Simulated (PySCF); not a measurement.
# Reading the logs of faulty runs: BGeH7NSi

Calculated results; nothing here was measured. The program is PySCF 2.14.0, an open-source quantum chemistry code, run on an isolated molecule that a program drew, which may never have been made. The molecule is BGeH7NSi (charge 0, doublet), drawn as the SMILES string `[SiH3]N[BH][GeH2]`.

Each row is a Hartree-Fock (HF) and frozen-core CCSD(T) single point in the cc-pV(D+d)Z basis, meant for a local HF minimum. Run 1 is clean. Each other run has one planted mistake out of seven kinds, and not every kind appears here: one electron removed, one electron added, multiplicity raised by two, geometry at a saddle point, minimal basis STO-3G, one bond length entered in bohr, all coordinates scaled. The reference is restricted for singlets and unrestricted otherwise, and also for a bond in bohr. Adding or removing an electron swaps singlet and doublet. Electrons count all cores. HOMO and LUMO are orbital energies over both spins, the gradient is its largest component, and the lowest frequency (negative if imaginary) is given only where the gradient is small. Bond lengths are over the 10 bonds as drawn. T1 is the CCSD diagnostic: over 0.02 (restricted) or 0.045 (unrestricted) a single reference is doubtful. Germanium has the cc-pVDZ-PP basis, with a core potential (ECP10MDF) in place of its 10 inner electrons, and its 3s, 3p and 3d shells are frozen in CCSD(T).

Geometry of the clean run:
```xyz
11
BGeH7NSi, angstrom
Si    1.1479    2.1775   -0.2169
N     0.3263    0.6299   -0.2150
B    -0.3172    0.0006    0.8637
Ge   -1.3209   -1.7999    0.6479
H     0.5085    3.0957   -1.1863
H     2.5608    2.0039   -0.6230
H     1.0720    2.7390    1.1434
H     0.3231    0.1397   -1.0918
H    -0.3383    0.5454    1.9333
H    -1.4598   -2.6888    1.8888
H    -0.9536   -2.6735   -0.5645
```

| run | electrons | basis functions | <S^2> | HOMO (eV) | LUMO (eV) | gradient (hartree/bohr) | lowest frequency (cm^-1) | mean bond (Å) | longest bond (Å) | T1 | HF (hartree) | CCSD(T) (hartree) | mistake |
|---|---|---|---|---|---|---|---|---|---|---|---|---|---|
| 1 | 65 | 109 | 0.762 | -8.04 | 1.11 | 1.3e-05 | 55 | 1.4941 | 2.073 | 0.0152 | -665.55019 | -666.06209 | no fault |
| 2 | 65 | 109 | 0.762 | -8.10 | 1.01 | 4.8e-02 | - | 1.5972 | 2.216 | 0.0175 | -665.50914 | -666.03266 | all coordinates scaled |
| 3 | 66 | 109 | 0.000 | -0.48 | 7.26 | 5.1e-02 | - | 1.4941 | 2.073 | 0.0181 | -665.53594 | -666.08059 | ? |
| 4 | 65 | 109 | 1.618 | -7.71 | 0.93 | 6.7e-03 | - | 1.6310 | 2.908 | 0.0360 | -665.45721 | -665.95507 | ? |

**Which mistake was planted in run 3, and what did it cost?**

It counts 66 electrons, one more than the clean run, at the same geometry and basis. So the mistake is: one electron added. Subtracting run 1 and multiplying by 627.51 kcal/mol a hartree, the energy moved by 8.9 kcal/mol in HF and -11.6 kcal/mol in CCSD(T).

**Which mistake was planted in run 4, and what did it cost?**

The mean bond changes by a factor of 1.092 and the longest by 1.403, so the molecule wasn't scaled as a whole. A length L in bohr read as angstrom grows by (1/0.5292 - 1) L = 0.890 L. The 10 bonds together grew by 10 x 0.1369 = 1.369 Å, which gives L = 1.539 Å. That is the length of one of the Ge-H bonds, 1.539 Å in the clean geometry. So the mistake is: one bond length entered in bohr. Subtracting run 1 and multiplying by 627.51 kcal/mol a hartree, the energy moved by 58.3 kcal/mol in HF and 67.2 kcal/mol in CCSD(T).

